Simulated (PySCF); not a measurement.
CH5MgN, SMILES [CH3][Mg][NH2], PBE0/def2-SVP optimised geometry.

```
8

Mg     0.00    -0.07     0.00
C      2.09    -0.07     0.00
H      2.50    -0.87    -0.64
H      2.51    -0.23     1.01
H      2.50     0.88    -0.37
N     -1.90    -0.07     0.00
H     -2.51     0.74    -0.09
H     -2.51    -0.88     0.09
```

Density from PySCF with PBE0/def2-TZVP at that geometry.

Minimum of the electron density along straight lines between bonded atoms, close to the bond critical point (lines longer than 1.1 times the sum of covalent radii, or with two minima, are not listed):

```json
[
 {"bond": "Mg1–C2", "length / Å": "2.092", "ρ at the minimum / e bohr⁻³": "0.057", "∇²ρ there / e bohr⁻⁵": "0.25", "position (fraction from the first atom)": "0.42"},
 {"bond": "C2–H3", "length / Å": "1.104", "ρ at the minimum / e bohr⁻³": "0.261", "∇²ρ there / e bohr⁻⁵": "-0.83", "position (fraction from the first atom)": "0.64"},
 {"bond": "C2–H4", "length / Å": "1.103", "ρ at the minimum / e bohr⁻³": "0.262", "∇²ρ there / e bohr⁻⁵": "-0.83", "position (fraction from the first atom)": "0.64"},
 {"bond": "C2–H5", "length / Å": "1.104", "ρ at the minimum / e bohr⁻³": "0.261", "∇²ρ there / e bohr⁻⁵": "-0.83", "position (fraction from the first atom)": "0.64"},
 {"bond": "Mg1–N6", "length / Å": "1.897", "ρ at the minimum / e bohr⁻³": "0.070", "∇²ρ there / e bohr⁻⁵": "0.49", "position (fraction from the first atom)": "0.43"},
 {"bond": "N6–H7", "length / Å": "1.016", "ρ at the minimum / e bohr⁻³": "0.328", "∇²ρ there / e bohr⁻⁵": "-1.49", "position (fraction from the first atom)": "0.73"},
 {"bond": "N6–H8", "length / Å": "1.016", "ρ at the minimum / e bohr⁻³": "0.328", "∇²ρ there / e bohr⁻⁵": "-1.49", "position (fraction from the first atom)": "0.73"}
]
```
